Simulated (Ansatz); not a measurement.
`C[NH][SnH]([F])[Cl]` + HBr → `[F][SnH]([Cl])[Br]` + CH₃NH₂ at 400 K and 1 bar (ligand exchange at the Sn–N bond).

Isolated molecules relaxed with PBE0-D4/def2-TZVP in Ansatz; ΔE leaves out vibrations. CCSD(T)/CBS adds triple-zeta CCSD(T) − MP2 to the extrapolated MP2 energy (def2 sets, frozen cores). def2 core potentials past Kr. For Br, Sn outer-core shells are correlated without core-valence functions, which leaves a few kJ/mol of doubt a bond. Scalar relativity is left out up to krypton. Each species was taken in one conformer, which may not be the lowest.

```csv
species,CCSD(T)/CBS energy (Eh),H − E (kJ/mol),S (J/(mol·K))
`C[NH][SnH]([F])[Cl]`,-869.43527,204.4,421.2
HBr,-2573.91920,27.6,207.2
`[F][SnH]([Cl])[Br]`,-3347.63611,56.3,381.0
CH₃NH₂,-95.75281,185.4,256.0
```

H − E and S are ideal-gas, rigid-rotor, harmonic terms from PBE0-D4/def2-TZVP, for one conformer and one mirror image of each species. 1 Eh = 2625.50 kJ/mol, R = 8.31446 J/(mol·K).

Q: By hand: ΔE, ΔH, ΔS and ΔG.

A: ΔE = (-3347.63611) + (-95.75281) − (-869.43527) − (-2573.91920) = -0.03445 Eh = -90.4 kJ/mol. Δ(H − E) = 56.3 + 185.4 − 204.4 − 27.6 = 9.7, so ΔH = -80.7 kJ/mol. ΔS = 381.0 + 256.0 − 421.2 − 207.2 = 8.6 J/(mol·K). ΔG = -80.7 − 400 × (8.6)/1000 = -84.1 kJ/mol.

Q: By hand: the equilibrium constant, and the temperature at which ΔG would vanish if ΔH and ΔS stayed fixed.

A: log₁₀ K = −ΔG/(RT ln 10) = 11.0. ΔH and −TΔS have one sign here, so there is no such temperature.

The number of gas molecules stays the same, so ΔS is small and ΔH decides. A doubt of 5 kJ/mol in ΔE shifts log₁₀ K by 0.7 here. Other conformers and mirror images would add mixing entropy, several J/(mol·K) or more a flexible species. Modes under 60 cm⁻¹, often nearly free rotors, make the harmonic entropy too high. These are equilibria of isolated gas molecules and say nothing of rates. Largest T1 diagnostic: 0.013 (customary marks: 0.02 for closed shells, 0.045 for open ones).

ΔS is within the doubt of such terms, so its sign, and with it that verdict, could turn.
